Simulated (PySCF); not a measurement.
Cu²⁺ (copper, charge +2) across methods

[Ar] 3d9, 2D determinant. Calculation: PySCF 2.14, in dyall-av2z; no relativity, point nucleus.

```csv
method,E (hartree),mean ε 3p β (eV),mean ε 3d α (eV),mean ε 3d β (eV),Σ⟨r²⟩ (bohr²),⟨S²⟩
TPSSh,-1639.472,-98.442,-31.351,-30.258,15.53,0.750
UHF,-1638.06086,-115.00,-40.825,-39.137,15.09,0.751
B97-3,-1639.318,-101.31,-33.320,-32.141,15.42,0.751
PBE,-1639.195,-95.989,-30.373,-29.300,15.65,0.750
HSE06,-1639.230,-100.62,-32.756,-31.559,15.47,0.750
LDA,-1636.657,-96.026,-30.717,-29.600,15.65,0.750
PBE0,-1639.229,-101.01,-33.180,-31.977,15.45,0.750
r2SCAN,-1639.438,-97.935,-30.615,-29.443,15.46,0.751
wB97X-V,-1639.315,-102.96,-35.590,-34.471,15.49,0.750
```
